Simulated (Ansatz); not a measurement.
A structure relaxed at PBE0-D4/def2-TZVP, charge 0, multiplicity 1:

```xyz
10

C     1.098   -0.489   -0.659
C    -0.399   -0.437   -0.363
Al   -0.963    0.843    0.983
Cl   -2.978    1.038    1.509
Br    0.504    2.178    2.047
H     1.677   -0.744    0.232
H     1.328   -1.235   -1.425
H     1.473    0.473   -1.014
H    -0.769   -1.418   -0.039
H    -0.971   -0.211   -1.272
```

**Question.** Give its formula and SMILES.

**Answer.** C2H5AlBrCl, `C[CH2][Al]([Cl])[Br]`.

**Question.** Point group (tolerance 0.08 Å, 0.16 Å for H)?

**Answer.** Cs.

**Question.** Summarise the bond lengths by kind.

**Answer.** 1 × C–C 1.527 Å; 5 × C–H 1.092 to 1.097 Å; 1 × Al–C 1.940 Å; 1 × Al–Cl 2.092 Å; 1 × Al–Br 2.251 Å.

Computed with Ansatz.
